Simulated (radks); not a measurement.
All-electron atom: I VI in [Kr] 4d10 5s2.

Method: scalar-relativistic Kohn-Sham, r2SCAN, spin-polarised, spherical densities, finite nucleus; meta-GGA in the generalised Kohn-Sham scheme; Fermi nuclear charge, rms radius 4.75 fm; computed with a radial shooting solver on a logarithmic mesh with Libxc functionals.

Energy parts (Ry):
total: -14223.18794
kinetic: 14930.03562
electron-nucleus: -34203.93222
Hartree: 5410.35687
exchange-correlation: -359.64822

Orbitals (lengths in bohr, moments of r in powers of bohr; r(max) is where P^2 peaks):
| orbital | occ. | eigenvalue (Ry) | r(max) |
|---|---|---|---|
| 1s | 2 | -2432.958 | 0.01754 |
| 2s | 2 | -380.8653 | 0.09906 |
| 2p | 6 | -342.0670 | 0.07950 |
| 3s | 2 | -80.84984 | 0.2852 |
| 3p | 6 | -68.19301 | 0.2791 |
| 3d | 10 | -49.26911 | 0.2321 |
| 4s | 2 | -17.91546 | 0.6808 |
| 4p | 6 | -13.92243 | 0.7147 |
| 4d | 10 | -8.05796 | 0.7756 |
| 5s | 2 | -5.07479 | 1.611 |

The highest occupied level is 5s at -69.046 eV. The density falls to 0.001 e/bohr^3 at r = 3.07 bohr.
